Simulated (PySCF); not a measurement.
# Sr⁺ (strontium, charge +1): LC-wPBE calculation

Configuration: [Kr] 4d1, 2D determinant (an excited configuration). All numbers are calculated (PySCF 2.14, the spin-free X2C one-electron Hamiltonian (Gaussian nucleus), in x2c-TZVPPall with one added diffuse shell each of s, p, d, f type (9s7p7d3f1g, 95 functions)).

- Total energy: -3178.62 hartree
- One-electron energy: -4390.54 hartree
- Hartree (Coulomb) energy: 1317.40 hartree
- Exchange-correlation energy: -105.48 hartree
- ⟨S²⟩: 0.7513
- ⟨L²⟩: 6.012
- Sum of ⟨r⟩: 25.40 bohr
- Sum of ⟨r²⟩: 37.49 bohr²
- Traceless quadrupole moment −½Σ⟨3z² − r²⟩ along its main axis: 2.94 e·bohr²
- Langevin diamagnetic susceptibility: -29.7 ×10⁻⁶ cm³/mol
- Time after the integrals: about 5 core-seconds

```json
{"shell": "1s β", "electrons": "1", "mean orbital energy (eV)": "-15928.6", "spread (eV)": "0", "rms radius, mean of both spins (bohr)": "0.0450"}
{"shell": "1s α", "electrons": "1", "mean orbital energy (eV)": "-15928.6", "spread (eV)": "0", "rms radius, mean of both spins (bohr)": "0.0450"}
{"shell": "2s α", "electrons": "1", "mean orbital energy (eV)": "-2166.7", "spread (eV)": "0", "rms radius, mean of both spins (bohr)": "0.187"}
{"shell": "2s β", "electrons": "1", "mean orbital energy (eV)": "-2166.7", "spread (eV)": "0", "rms radius, mean of both spins (bohr)": "0.187"}
{"shell": "2p α", "electrons": "3", "mean orbital energy (eV)": "-1926.6", "spread (eV)": "0.053", "rms radius, mean of both spins (bohr)": "0.166"}
{"shell": "2p β", "electrons": "3", "mean orbital energy (eV)": "-1926.6", "spread (eV)": "0.077", "rms radius, mean of both spins (bohr)": "0.166"}
{"shell": "3s α", "electrons": "1", "mean orbital energy (eV)": "-344.01", "spread (eV)": "0", "rms radius, mean of both spins (bohr)": "0.527"}
{"shell": "3s β", "electrons": "1", "mean orbital energy (eV)": "-343.99", "spread (eV)": "0", "rms radius, mean of both spins (bohr)": "0.527"}
{"shell": "3p α", "electrons": "3", "mean orbital energy (eV)": "-266.42", "spread (eV)": "0.147", "rms radius, mean of both spins (bohr)": "0.538"}
{"shell": "3p β", "electrons": "3", "mean orbital energy (eV)": "-266.40", "spread (eV)": "0.173", "rms radius, mean of both spins (bohr)": "0.538"}
{"shell": "3d α", "electrons": "5", "mean orbital energy (eV)": "-138.11", "spread (eV)": "0.140", "rms radius, mean of both spins (bohr)": "0.550"}
{"shell": "3d β", "electrons": "5", "mean orbital energy (eV)": "-138.08", "spread (eV)": "0.214", "rms radius, mean of both spins (bohr)": "0.550"}
{"shell": "4s α", "electrons": "1", "mean orbital energy (eV)": "-51.285", "spread (eV)": "0", "rms radius, mean of both spins (bohr)": "1.46"}
{"shell": "4s β", "electrons": "1", "mean orbital energy (eV)": "-51.006", "spread (eV)": "0", "rms radius, mean of both spins (bohr)": "1.46"}
{"shell": "4p α", "electrons": "3", "mean orbital energy (eV)": "-32.230", "spread (eV)": "0.036", "rms radius, mean of both spins (bohr)": "1.69"}
{"shell": "4p β", "electrons": "3", "mean orbital energy (eV)": "-31.730", "spread (eV)": "0.662", "rms radius, mean of both spins (bohr)": "1.69"}
{"shell": "4d α", "electrons": "1", "mean orbital energy (eV)": "-9.102", "spread (eV)": "0", "rms radius, mean of both spins (bohr)": "3.24"}
```

Densities and radii are taken from the X2C orbitals without a picture-change correction, which distorts them close to the nucleus.
